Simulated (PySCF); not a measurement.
# Successive ionisation energies of mercury

Calculated with PySCF 2.14, two-component X2C-1e (Gaussian nucleus, no Breit or QED terms), each ion in its own even-tempered basis; GMP2 freezes the deep shells of the larger ions and drops the highest virtual spinors; eV.

```json
{"ion": "Hg⁵⁸⁺", "configuration": "[Ar] 3d4", "GHF (spin-free)": "5993.3", "GHF (screened spin-orbit)": "6046.0", "GMP2 (screened spin-orbit)": "6046.8", "NIST": "6041 ± 6", "kind": "theoretical"}
{"ion": "Hg⁵⁹⁺", "configuration": "[Ar] 3d3", "GHF (spin-free)": "6145.7", "GHF (screened spin-orbit)": "6195.4", "GMP2 (screened spin-orbit)": "6196.2", "NIST": "6192 ± 7", "kind": "theoretical"}
{"ion": "Hg⁶⁰⁺", "configuration": "[Ar] 3d2", "GHF (spin-free)": "6299.6", "GHF (screened spin-orbit)": "6359.8", "GMP2 (screened spin-orbit)": "6359.6", "NIST": "6356 ± 10", "kind": "theoretical"}
{"ion": "Hg⁶¹⁺", "configuration": "[Ar] 3d1", "GHF (spin-free)": "6445.3", "GHF (screened spin-orbit)": "6512.0", "GMP2 (screened spin-orbit)": "6511.5", "NIST": "6508 ± 12", "kind": "theoretical"}
{"ion": "Hg⁶²⁺", "configuration": "[Ar]", "GHF (spin-free)": "7084.5", "GHF (screened spin-orbit)": "6938.0", "GMP2 (screened spin-orbit)": "6939.1", "NIST": "6933 ± 15", "kind": "theoretical"}
{"ion": "Hg⁶³⁺", "configuration": "[Ne] 3s2 3p5", "GHF (spin-free)": "7214.3", "GHF (screened spin-orbit)": "7070.6", "GMP2 (screened spin-orbit)": "7071.8", "NIST": "7066 ± 19", "kind": "theoretical"}
{"ion": "Hg⁶⁴⁺", "configuration": "[Ne] 3s2 3p4", "GHF (spin-free)": "7345.0", "GHF (screened spin-orbit)": "7215.9", "GMP2 (screened spin-orbit)": "7216.5", "NIST": "7211 ± 24", "kind": "theoretical"}
{"ion": "Hg⁶⁵⁺", "configuration": "[Ne] 3s2 3p3", "GHF (spin-free)": "7520.5", "GHF (screened spin-orbit)": "7350.7", "GMP2 (screened spin-orbit)": "7351.4", "NIST": "7350 ± 30", "kind": "theoretical"}
{"ion": "Hg⁶⁶⁺", "configuration": "[Ne] 3s2 3p2", "GHF (spin-free)": "7653.1", "GHF (screened spin-orbit)": "8014.7", "GMP2 (screened spin-orbit)": "8016.5", "NIST": "8010 ± 40", "kind": "theoretical"}
{"ion": "Hg⁶⁷⁺", "configuration": "[Ne] 3s2 3p1", "GHF (spin-free)": "7787.0", "GHF (screened spin-orbit)": "8171.4", "GMP2 (screened spin-orbit)": "8171.3", "NIST": "8160 ± 40", "kind": "theoretical"}
{"ion": "Hg⁶⁸⁺", "configuration": "[Ne] 3s2", "GHF (spin-free)": "8476.7", "GHF (screened spin-orbit)": "8475.6", "GMP2 (screened spin-orbit)": "8479.5", "NIST": "8470 ± 50", "kind": "theoretical"}
{"ion": "Hg⁶⁹⁺", "configuration": "[Ne] 3s1", "GHF (spin-free)": "8624.3", "GHF (screened spin-orbit)": "8623.2", "GMP2 (screened spin-orbit)": "8624.1", "NIST": "8620 ± 50", "kind": "theoretical"}
```
